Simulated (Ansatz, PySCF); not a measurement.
Bond stretch in Be2, singlet.

Computed with: UKS-B3LYP = unrestricted B3LYP/cc-pVDZ (Ansatz, a first-principles code); RKS-B3LYP = restricted B3LYP/cc-pVDZ (Ansatz); UKS-CAM-B3LYP = Ansatz with unrestricted CAM-B3LYP/cc-pVDZ; RKS-CAM-B3LYP = restricted CAM-B3LYP/cc-pVDZ run with Ansatz; UKS-PBE = unrestricted PBE/cc-pVDZ (Ansatz); RKS-PBE = restricted PBE/cc-pVDZ (Ansatz); UKS-B3LYP/6-31G* = unrestricted B3LYP/6-31G*, spherical d (PySCF); RKS-B3LYP/6-31G* = restricted B3LYP/6-31G*, spherical d run with PySCF; UKS-M06-2X/6-31G* = unrestricted M06-2X/6-31G*, spherical d (PySCF); RKS-M06-2X/6-31G* = restricted M06-2X/6-31G*, spherical d in PySCF 2.14.0.

Scanned distances (Å): 1.89, 2.04, 2.13, 2.25, 2.38, 2.43, 2.52, 2.61, 2.65, 2.76, 2.91, 3.12, 3.42, 3.75, 4.17, 4.51, 5.03, 5.50, 6.23, 6.84, 7.52.

Problem. Where does the unrestricted solution first break spin symmetry (<S²> of 0.01 or more)?

Solution. UKS-B3LYP: already at 1.89 Å; UKS-CAM-B3LYP: already at 1.89 Å; UKS-PBE: already at 1.89 Å; UKS-B3LYP/6-31G*: already at 1.89 Å; UKS-M06-2X/6-31G*: already at 1.89 Å.

```csv
R / Å,<S²> UKS-B3LYP,E(RKS-B3LYP) − E(UKS-B3LYP) / eV,<S²> UKS-CAM-B3LYP,E(RKS-CAM-B3LYP) − E(UKS-CAM-B3LYP) / eV,<S²> UKS-PBE,E(RKS-PBE) − E(UKS-PBE) / eV,<S²> UKS-B3LYP/6-31G*,E(RKS-B3LYP/6-31G*) − E(UKS-B3LYP/6-31G*) / eV,<S²> UKS-M06-2X/6-31G*,E(RKS-M06-2X/6-31G*) − E(UKS-M06-2X/6-31G*) / eV
1.89,0.67,0.205,0.77,0.412,0.67,0.166,0.69,0.227,0.73,0.208
2.04,0.58,0.139,0.72,0.318,0.52,0.083,0.60,0.156,0.61,0.123
2.13,0.52,0.104,0.68,0.262,0.45,0.057,0.54,0.118,0.52,0.078
2.25,0.42,0.063,0.61,0.189,0.34,0.030,0.00,0.000,0.00,0.000
2.38,0.30,0.029,0.51,0.118,0.21,0.010,0.00,0.000,0.00,0.000
2.43,0.25,0.019,0.47,0.094,0.16,0.005,0.00,0.000,0.00,0.000
2.52,0.15,0.006,0.38,0.057,0.05,0.000,0.00,0.000,0.00,0.000
2.61,0.04,0.000,0.29,0.029,0.00,0.000,0.00,0.000,0.00,0.000
2.65,0.00,0.000,0.24,0.019,0.00,0.000,0.00,0.000,0.00,0.000
2.76,0.00,0.000,0.10,0.003,0.00,0.000,0.00,0.000,0.00,0.000
2.91,0.00,0.000,0.00,0.000,0.00,0.000,0.00,0.000,0.00,0.000
3.12,0.00,0.000,0.00,0.000,0.00,0.000,0.00,0.000,0.00,0.000
3.42,0.00,0.000,0.00,0.000,0.00,0.000,0.00,0.000,0.00,0.000
3.75,0.00,0.000,0.00,0.000,0.00,0.000,0.00,0.000,0.00,0.000
4.17,0.00,0.000,0.00,0.000,0.00,0.000,0.00,0.000,0.00,0.000
4.51,0.00,0.000,0.00,0.000,0.00,0.000,0.00,0.000,0.00,0.000
5.03,0.00,0.000,0.00,0.000,0.00,0.000,0.00,0.000,0.00,0.000
5.50,0.00,0.000,0.00,0.000,0.00,0.000,0.00,0.000,0.00,0.000
6.23,0.00,0.000,0.00,0.000,0.00,0.000,0.00,0.000,0.00,0.000
6.84,0.00,0.000,0.00,0.000,0.00,0.000,0.00,0.000,0.00,0.000
7.52,0.00,0.000,0.00,0.000,0.00,0.000,0.00,0.000,0.00,0.000
```
